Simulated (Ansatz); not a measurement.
Basis sets compared for the cluster ZrGe₁₀. Total charge 0; singlet. Geometry r2SCAN-D4/def2-SVP. Ansatz on 2 threads of AMD EPYC 7R13 on a shared host and a share (18 GiB) of an NVIDIA H100 80GB HBM3; times are rough, and most runs start from earlier orbitals.

```xyz
11

Zr   -0.7993   -1.1750    0.6482
Ge    2.7144    1.5486   -0.0181
Ge    0.6972   -1.5925    3.0815
Ge    1.8710   -0.3524    1.4644
Ge   -2.6814   -0.6848   -1.3484
Ge   -0.6901    0.5044    2.8118
Ge   -0.4670   -1.8148   -2.0045
Ge   -1.2327    1.2891   -1.0179
Ge   -0.7162    0.3983   -3.3307
Ge    0.2409    1.8362    0.8662
Ge    1.0631    0.0429   -1.1525
```

In the def2 sets Zr takes a core potential; there is no spin–orbit coupling. Single mean-field runs in def2-TZVP are fitted with def2-universal-jkfit. The restricted singlet is unstable towards broken spin symmetry in Hartree–Fock (as tested in another run); at PBE-D4/def2-SVP, PBE0-D4/def2-SVP, PBE0-D4/def2-TZVP this wasn't settled. No other spin state of charge 0 was run. Another isomer (singlet) lies 0.93 eV lower at PBE0-D4/def2-TZVP; other spin states weren't run for this one.

Binding counts from free atoms (Zr triplet, Ge triplet) in the same basis, without a counterpoise term.

| level | functions | energy (Eh) | HOMO (eV) | LUMO (eV) | binding per atom (eV) | wall time |
| --- | --- | --- | --- | --- | --- | --- |
| PBE-D4/def2-SVP | 351 | -20811.7137 | -4.88 | -4.15 | – | 4.9 s |
| PBE0-D4/def2-SVP | 351 | -20812.1634 | -5.66 | -3.71 | 3.32 | 8 s |

Task: Estimate the rows for PBE-D4/def2-TZVP (with forces), PBE0-D4/def2-TZVP.

Result: 
| level | functions | energy (Eh) | HOMO (eV) | LUMO (eV) | binding per atom (eV) | wall time |
| --- | --- | --- | --- | --- | --- | --- |
| PBE-D4/def2-TZVP (with forces) | 520 | -20814.3432 | -4.83 | -4.11 | – | 7.5 s |
| PBE0-D4/def2-TZVP | 520 | -20814.7899 | -5.58 | -3.64 | 3.35 | 9.5 s |
